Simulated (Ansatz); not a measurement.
`C[CH2][Mg][OH]` and `C[CH2][Mg][CH2]C` differ in one atom or group.

Ansatz, PBE0-D4/def2-TZVP geometries, multiplicity 1. Each molecule was computed in one conformer, which needn't be the lowest.

```tsv
property	`C[CH2][Mg][OH]`
HOMO energy (PBE0/def2-TZVPP) / eV	-6.65
LUMO energy (ωB97M-V/def2-TZVPP) / eV	0.46
LUMO energy (PBE/def2-TZVPP) / eV	-1.42
size of the dipole moment (PBE/def2-TZVPP) / D	0.13
HOMO–LUMO gap (PBE/def2-TZVPP) / eV	4.12
HOMO energy (B3LYP/def2-TZVPP) / eV	-6.49
```

(1) What does the change do to each property? (Estimate.)

Results:

(1) Ansatz gave: 
| property | `C[CH2][Mg][CH2]C` | shift |
| --- | --- | --- |
| HOMO energy (PBE0/def2-TZVPP) / eV | -5.89 | 0.76 |
| LUMO energy (ωB97M-V/def2-TZVPP) / eV | 0.49 | 0.03 |
| LUMO energy (PBE/def2-TZVPP) / eV | -1.16 | 0.26 |
| size of the dipole moment (PBE/def2-TZVPP) / D | 0.37 | 0.24 |
| HOMO–LUMO gap (PBE/def2-TZVPP) / eV | 3.60 | -0.52 |
| HOMO energy (B3LYP/def2-TZVPP) / eV | -5.70 | 0.79 |

With PBE0 the HOMO rises by 0.76 eV and the LUMO rises by 0.19 eV, so the gap narrows by about 0.57 eV. PBE moves the HOMO by 0.77 eV and ωB97M-V by 0.83 eV. Dipoles are sizes alone; their direction can turn.

B3LYP here is the variant with VWN-RPA as its local correlation; programs differ in this.
